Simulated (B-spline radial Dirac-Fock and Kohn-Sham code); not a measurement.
**Kohn-Sham estimates against Dirac-Fock for the levels of Dy⁴⁺**

System: the Dy⁴⁺ ion in the configuration 1s2 2s2 2p6 3s2 3p6 3d10 4s2 4p6 4d10 4f8 5s2 5p6.

The density-functional columns are spherical, spin-unpolarised Dirac-Kohn-Sham results without Breit or QED terms: −ε is minus the orbital energy of the initial state and ΔSCF the difference of two total energies. The reference in the last column comes from Dirac-Fock ΔSCF + Breit + QED. All numbers are from a B-spline atomic structure program, in eV; a selection of levels is shown. For the 1s level of heavy atoms much of the gap between ΔSCF and the reference is the Breit and QED part, -238.7 eV here; for other levels the error of the functional can be larger.

| level | PBE −ε | PBE ΔSCF | LDA −ε | LDA ΔSCF | Dirac-Fock |
| --- | --- | --- | --- | --- | --- |
| K | 53643.8 | 54123.1 | 53594.6 | 54072.5 | 53846.4 |
| L1 | 8974.0 | 9061.9 | 8967.2 | 9055.4 | 9115.2 |
| L2 | 8537.9 | 8649.6 | 8535.0 | 8646.8 | 8643.1 |
| L3 | 7737.8 | 7837.5 | 7735.8 | 7835.7 | 7852.3 |
| M1 | 2041.3 | 2068.8 | 2039.4 | 2067.0 | 2114.3 |
| M2 | 1851.0 | 1880.1 | 1850.2 | 1879.5 | 1909.7 |
| M3 | 1684.8 | 1712.0 | 1684.4 | 1711.7 | 1742.9 |
| M4 | 1357.4 | 1389.4 | 1357.6 | 1389.6 | 1395.6 |
| M5 | 1321.1 | 1352.4 | 1321.3 | 1352.6 | 1360.1 |
| N1 | 447.6 | 461.1 | 446.8 | 460.2 | 484.2 |
| N2 | 372.4 | 385.7 | 372.0 | 385.4 | 402.1 |
| N3 | 335.0 | 347.9 | 334.5 | 347.4 | 364.7 |
| N4 | 210.9 | 223.5 | 210.9 | 223.5 | 228.2 |
| N5 | 204.1 | 216.5 | 204.0 | 216.5 | 221.5 |
| N6,7 | 54.95 | 66.06 | 55.32 | 66.44 | 62.65 |
| O1 | 95.05 | 103.3 | 95.35 | 103.6 | 106.0 |
| O2 | 73.31 | 81.01 | 73.63 | 81.35 | 79.45 |
| O3 | 67.64 | 75.01 | 67.89 | 75.28 | 73.71 |

Question: Order the estimates of the K (1s) level by their distance from the Dirac-Fock value, nearest first.
A. PBE −ε
B. PBE ΔSCF
C. LDA −ε
D. LDA ΔSCF

Answer: A (202.6 eV), D (226.0 eV), C (251.8 eV), B (276.7 eV).

An eigenvalue near the reference for a deep level is a cancellation of errors: it lacks relaxation, carries self-interaction and omits Breit and QED terms.

Values without a named source are computed, but for edge energies of neutral atoms, which are taken from tables.
